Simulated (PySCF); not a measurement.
Precursor series Zn CH3-H. All species are isolated molecules in the gas phase. One relaxed conformer stands for each flexible species; it need not be the lowest.

The charge on the central atom (meta-Löwdin) from two functionals at the same geometries (BP86-D3(BJ)/def2-SVP), both in PySCF: PBE-D3(BJ)/def2-TZVP and B3LYP-D3(BJ)/def2-TZVP. B3LYP has the VWN-RPA correlation part, as in Gaussian. 

```json
[
 {"species": "0 of 2 CH3 replaced by H ([Zn(CH3)2])", "PBE-D3(BJ)/def2-TZVP (e)": "1.01", "B3LYP-D3(BJ)/def2-TZVP (e)": "1.04"},
 {"species": "1 of 2 CH3 replaced by H ([Zn(CH3)(H)])", "PBE-D3(BJ)/def2-TZVP (e)": "0.92", "B3LYP-D3(BJ)/def2-TZVP (e)": "0.95"},
 {"species": "2 of 2 CH3 replaced by H", "PBE-D3(BJ)/def2-TZVP (e)": "0.83", "B3LYP-D3(BJ)/def2-TZVP (e)": "0.87"}
]
```

Over these rows, drawn at random from the members with no instability flagged (it was tested for open shells, ions and some series alone), PBE minus B3LYP-D3(BJ): mean -0.03 e, from -0.04 e to -0.03 e.
